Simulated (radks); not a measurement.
Spherical jellium clusters: N electrons in a uniform positive sphere of charge N and radius rs N^(1/3), rs = 3.14 bohr. Calculated with a radial shooting solver with Libxc functionals: non-relativistic Kohn-Sham, exchange-only LDA, spin-polarised, spherical densities. Levels are named by radial order and angular momentum (1s, 1p, 1d, 2s, ...), and open shells are averaged over m.

N = 22, configuration 1s2 1p6 1d10 2s2 1f(up 2, down 0). This is the lowest configuration that the search found. Occupied and some empty levels:

| level | occupation | eigenvalue (eV) | <r> (bohr) |
|---|---|---|---|
| 1s up | 1 | -6.1288 | 5.525 |
| 1s down | 1 | -6.0125 | 5.305 |
| 1p up | 3 | -4.9752 | 6.551 |
| 1p down | 3 | -4.7608 | 6.408 |
| 1d up | 5 | -3.5239 | 7.347 |
| 1d down | 5 | -3.2448 | 7.262 |
| 2s up | 1 | -2.8337 | 6.387 |
| 2s down | 1 | -2.6789 | 6.418 |
| 1f up | 2 | -1.8709 | 8.158 |
| 1f down | 0 | -1.5550 | 8.138 |
| 2p up | 0 | -1.2141 | 8.566 |
| 2p down | 0 | -1.0329 | 8.614 |
| 1g up | 0 | -0.14353 | 9.419 |
| 2d up | 0 | -0.076877 | 13.43 |

Energy (eV): total -16.7828, kinetic 57.324, external -1751.6, Hartree 856.05, exchange-correlation -76.715, background 898.14.
